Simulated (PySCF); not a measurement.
SrF2, SMILES [F][Sr][F]. Geometry: B3LYP-D3(BJ)/def2-TZVP. The isomer is the one that the SMILES or the coordinates give; other isomers of the formula were not compared. The def2 effective core potentials stand for the cores of Sr; spin–orbit coupling is left out.

These are PySCF with B3LYP-D3(BJ)/def2-TZVP values and carry that method's errors.

Harmonic wavenumbers (cm⁻¹): 87, 470, 474. Rotational constants (GHz): 23.14, 3.546, 3.075; symmetry number 2.

Task: Work out the zero-point energy and the ideal-gas rigid-rotor harmonic-oscillator thermochemistry at 298.15 K and 1 atm.

Result: ZPE = ½ Σ hcν = ½ × 1030 cm⁻¹ = 1.47 kcal/mol. H − E(el) = 4.63 kcal/mol. Entropy in cal/(mol K): translation 40.40, rotation 23.28, vibration 5.20, total 68.88. G − E(el) = -15.91 kcal/mol. Cp = 12.53 cal/(mol K). Modes under 150 cm⁻¹ make the vibrational entropy uncertain.
